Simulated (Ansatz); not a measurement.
Reaction (redistribution): `[F][AlH][SiH2]Cl` + `NB(F)F` → `NB(F)[SiH2]Cl` + `[F][AlH][F]`

Computed with Ansatz on PBE0-D4/def2-TZVP structures; ΔE is electronic, products minus reactants. CCSD(T)/CBS is the MP2 limit (def2-TZVPP, def2-QZVPP) plus CCSD(T) − MP2 in def2-TZVPP, frozen cores. This one scheme is used for every species. Functionals use def2-TZVPP. One conformer a species, not always the lowest.

`[F][AlH][SiH2]Cl`:

```xyz
7

F     2.263   -0.198   -1.362
Al    1.094    0.688   -0.602
Si   -0.745   -0.593    0.402
Cl   -2.059    0.757    1.267
H     1.259    2.258   -0.588
H    -1.516   -1.389   -0.590
H    -0.296   -1.523    1.472
```

`NB(F)F`:

Cartesian coordinates in Å:
```
N 0.437 0.596 -0.105
B -0.378 -0.516 0.091
F -0.133 -1.667 -0.526
F -1.429 -0.464 0.903
H 0.268 1.473 0.351
H 1.234 0.577 -0.714
```

`NB(F)[SiH2]Cl`:

Z-matrix (Å, degrees):
```
Si
Cl 1 2.077
B 1 2.028 2 107.6
H 1 1.485 2 107.2 3 -122.0
H 1 1.485 2 107.1 3 122.0
F 3 1.342 1 119.7 2 -179.7
N 3 1.386 1 121.0 2 0.4
H 7 1.006 3 121.9 1 -0.0
H 7 1.008 3 123.1 1 179.9
```

`[F][AlH][F]`:

```xyz
4

F    -1.117   -0.315    1.134
Al    0.003    0.030   -0.012
F     0.991   -1.179   -0.510
H     0.124    1.465   -0.611
```

| species | ωB97X-V energy (Eh) |
| --- | --- |
| `[F][AlH][SiH2]Cl` | -1093.77092 |
| `NB(F)F` | -280.69830 |
| `NB(F)[SiH2]Cl` | -931.62839 |
| `[F][AlH][F]` | -442.85377 |

(1) Work out ΔE.

Largest T1 diagnostic among the species: 0.013.

Results:

(1) ΔE = (-931.62839) + (-442.85377) − (-1093.77092) − (-280.69830) = -0.01294 Eh = -34.0 kJ/mol. CCSD(T)/CBS gives -38.9 kJ/mol.

In def2-TZVPP, CCSD(T) changes the Hartree–Fock value by −16.6 kJ/mol (the triples alone add −2.3 kJ/mol) and MP2 by −24.3 kJ/mol. From PBE to PBE0 (25 % exact exchange), in def2-TZVPP and without D4, ΔE moves by +3.9 kJ/mol.
